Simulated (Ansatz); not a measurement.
`[OH][In]([OH])[Br]`. Charge 0, multiplicity 1. In takes the def2 core potential.

```xyz
6

O     0.9231    0.2158    1.4971
In   -0.4528   -0.2701    0.1680
O    -0.2583    0.1805   -1.7437
Br   -2.4398   -1.4547    0.9053
H     1.6655    0.6871    1.1099
H     0.5624    0.6415   -1.9366
```

Q: List the harmonic frequencies (cm⁻¹, unscaled) at PBE0-D4/def2-TZVP in Ansatz. (An estimate is asked.)

A: The calculation gave: 89, 124, 125, 213, 266, 280, 601, 616, 792, 842, 3881, 3883.

Q: Is this a minimum?

A: Yes, all 12 modes are real.

Q: Give the ideal-gas thermochemistry at 298.15 K and 1 bar (rigid rotor, harmonic oscillator; point group C2v, symmetry number 2).

A: Zero-point energy 70.1 kJ/mol; H(298) − E = 90.6 kJ/mol; entropy 356.8 J/(mol·K), of which translation 176.6, rotation 112.6, vibration 67.6; G(298) − E = -15.8 kJ/mol. Modes under 100 cm⁻¹ are hindered rotations or soft bends, so the harmonic entropy is rough.

Q: And at 400, 500, 600, 800 and 1000 K?

A: 
| T (K) | H − E (kJ/mol) | S (J/mol/K) | G − E (kJ/mol) |
| --- | --- | --- | --- |
| 400 | 100.5 | 385.4 | -53.6 |
| 500 | 110.8 | 408.4 | -93.4 |
| 600 | 121.6 | 428.0 | -135.2 |
| 800 | 143.7 | 459.8 | -224.1 |
| 1000 | 166.4 | 485.1 | -318.7 |

Q: Rotational constants (cm⁻¹)?

A: 0.1678, 0.04249, 0.0339.
